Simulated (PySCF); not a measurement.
Compound: Si(NCS)2Cl2, C2Cl2N2S2Si.
SMILES: `S=C=N[Si](Cl)(Cl)N=C=S`

The closed-shell ground state was solved at several levels (PySCF, density fitting, gas phase, non-relativistic). Geometry: PBE0-D3(BJ)/def2-SVP; no solvent, vibrations or thermal averaging.

```
         level  basis functions  total energy (Eh)  HOMO (eV)  LUMO (eV)  gap (eV)  dipole (D)
B3LYP/pcSseg-1              188         -2192.1535      -7.78      -1.86      5.92        0.14
PBE0/def2-SVPD              212         -2190.5187      -8.06      -1.80      6.26        0.14
```

Estimate the row for PBE0/pcSseg-1, a basis of 188 functions; the other rows only guide the guess.

Total energy -2191.1495 Eh, HOMO -8.07 eV, LUMO -1.75 eV, gap 6.32 eV, dipole 0.15 D.

Over all these levels, which gives the widest orbital gap and which the narrowest?

PBE0/pcSseg-1 (global hybrid, 25 % exact exchange) has the widest, 6.32 eV, and B3LYP/pcSseg-1 (global hybrid, 20 % exact exchange) the narrowest, 5.92 eV. The two share the basis. From the narrowest to the widest the HOMO moves by -0.29 eV and the LUMO by +0.11 eV.

How far do the dipole and the HOMO energy spread over the levels?

The dipole runs from 0.14 to 0.15 D (mean 0.14 D) and the HOMO from -8.07 to -7.78 eV.
